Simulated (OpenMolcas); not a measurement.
Pt2+ in KMgF3: curves along the breathing mode

Pt2+ with its 6 nearest fluoride ions, on the Mg site of KMgF3 (a = 3.973 Å, distance in the model lattice 1.986 Å). The rest of the host is ab initio model potentials to 7.6 Å, with orthogonalisation functions on the cations behind the ligands, and point charges beyond; the distance is set by hand and nothing relaxes. Ligand basis ANO-RCC-VDZP.

```
Program             : OpenMolcas
Method              : SS-CASPT2, IPEA 0.25 Eh, imaginary shift 0.1 Eh (closed shells correlated: 5s 5p and the ligand valence shells)
Basis               : ANO-RCC-VDZP [7s6p4d2f]
Scalar Hamiltonian  : DKH2, point nucleus
Active space        : 8 electrons in 5 orbitals (5d)
State averaging     : 2S+1 = 3 even, 10 roots; 2S+1 = 1 even, 15 roots
Spin-orbit coupling : state interaction with AMFI integrals over the reference wave functions
```

Spin-free energies (labels of O, the rotations of Oh) in cm-1 above the lowest fitted minimum, as all ligands move together:

```csv
R (Å),3A2,1E,1A1,3T1,1T2,1T1,3T1(2)
1.93,18130,27030,36360,56070,58060,61590,82940
1.976,8040,17040,26340,43030,45350,48570,66670
2.021,2240,11260,20580,34440,36920,40170,55530
2.067,80,9120,18380,29700,32340,35700,48510
2.112,1350,10420,19590,28820,31500,34910,45550
2.158,5980,15060,24120,31400,34220,37730,46360
2.203,13750,22870,31780,37370,40270,43950,50850
```

Cubic fits give the following; the wavenumber is harmonic, with the mass of all moving ligands, small differences in it between states hang on the degree of the fit, a number in brackets counts states of one label, and the table is a selection of at most 14 states with clean curves.

| State | R0 (Å) | Breathing mode (cm-1) | Minimum (cm-1) |
| --- | --- | --- | --- |
| 3A2 | 2.072 | 708 | 0 |
| 1E | 2.072 | 707 | 9050 |
| 1A1 | 2.073 | 703 | 18300 |
| 3T1 | 2.101 | 718 | 28680 |
| 1T2 | 2.100 | 717 | 31370 |
| 1T1 | 2.098 | 721 | 34750 |
| 3T1(2) | 2.124 | 731 | 45410 |
| 1E(2) | 2.123 | 731 | 54240 |
| 1T2(2) | 2.123 | 731 | 54420 |
| 1A1(2) | 2.120 | 731 | 69350 |

The minimum of 3T1 is shifted by +0.0292 Å against 3A2 (from the unrounded fits). With M = 114.0 u for the moving shell, the Huang-Rhys factor in this mode is S = M ω ΔR² / 2ħ = 0.01483 × 114.0 × 708 × 0.0292² = 1.02. Only the first shell moves, against a rigid host.

Roots that are degenerate in the reference are averaged as groups; the widest CASPT2 spread within a group is 630 cm-1 (the 3-fold group of multiplicity 1 near 39900 cm-1 above the lowest state of its run, R = 1.93). Shifts and gaps below about the spread of the groups concerned are not significant. Over all roots computed the reference weight is 0.73 in R = 1.93, 0.73 in R = 1.976, 0.73 to 0.74 in R = 2.021, 0.73 to 0.74 in R = 2.067, 0.73 to 0.74 in R = 2.112, 0.73 to 0.74 in R = 2.158, 0.73 to 0.74 in R = 2.203; a low but even weight reflects the number of correlated electrons. Real 4d8 and 5d8 ions are as a rule square planar and diamagnetic. Ligand-to-metal charge-transfer states are missing. With no ligand orbital active B as a rule stays too high, so bands that hang on it stand too high and its fall with covalency is understated. With one d shell and no ligand orbital active, 10Dq can be off by a tenth or more. The least metal-like active orbital is 81 % on the metal (Löwdin) and no ligand orbital is active, so the numbers are rough (holds for R = 1.93). The least metal-like active orbital is 83 % on the metal (Löwdin) and no ligand orbital is active, so the numbers are rough (holds for R = 1.976). The least metal-like active orbital is 84 % on the metal (Löwdin) and no ligand orbital is active, so the numbers are rough (holds for R = 2.021). The least metal-like active orbital is 85 % on the metal (Löwdin) and no ligand orbital is active, so the numbers are rough (holds for R = 2.067). No measured value stands beside these numbers.
